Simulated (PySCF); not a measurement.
## Identify the compound

Molecular formula: C₆H₉FSi. Simulated spectra:

1H NMR (500 MHz, computed): δ 7.03 (m, 1H), 5.68 (m, 2H), 5.63 (t, 1H), 4.56 (m, 2H), 2.23 (s, 3H).

13C{1H} NMR (computed): δ 168.6 (C), 152.3 (C), 147.7 (CH), 121.8 (CH), 88.1 (CH2), 25.2 (CH3).

Theory: coordinates at the GFN2-xTB level, σ from GIAO-PBE0/pcSseg-1, in PySCF 2.14 (equivalent nuclei averaged, no solvent, one conformer, relativity neglected).

References, each an isolated molecule treated in the same way: TMS for 1H (σ = 31.72 ppm), 13C (σ = 186.93 ppm).

Question: Propose a structure and justify it.

Answer: 
1. Rings plus π bonds: 3 (1 ring in the answer).
2. 6 carbon signals for 6 carbons: no two carbons are equivalent.
3. Carbon types of the structure: 2 × C, 2 × CH, 1 × CH2, 1 × CH3, leaving 2 H on heteroatoms.
4. δC 168.6, 152.3: fully substituted alkene carbon.
5. δC 147.7, 121.8: alkene CH; an sp2 carbon of a C=C bond.
6. δC 88.1: allylic sp3 CH2 bonded to F; pulled downfield by the heteroatom.
7. δC 25.2: allylic methyl carbon; saturated and bonded to C and H only.
8. δH 7.03, 5.63: hydrogen on an alkene CH; olefinic region.
9. δH 5.68: hydrogen on an allylic sp3 CH2 bonded to F; its carbon carries F, an electronegative neighbour.
10. δH 2.23: hydrogen on an allylic methyl carbon; allylic position.

Structure: `C(C1=CC(C)=C[SiH2]1)F`.

The shifts were computed for this structure.

Splittings by 19F in the carbon and heteronuclear signals aren't shown, as no couplings were computed. Shifts are as computed. Against solution values, carbons near 30 ppm lie about +3 ppm off and those near 130 ppm about +5 ppm. Of 1309 compounds with measured shifts, 239 miss one by over three times the rms of a fit or turn the order of signals round; such compounds aren't used in these exercises. Multiplicities follow the n + 1 count of equivalent neighbours, as no J values were calculated; m marks all less simple cases, F and P coupling included.
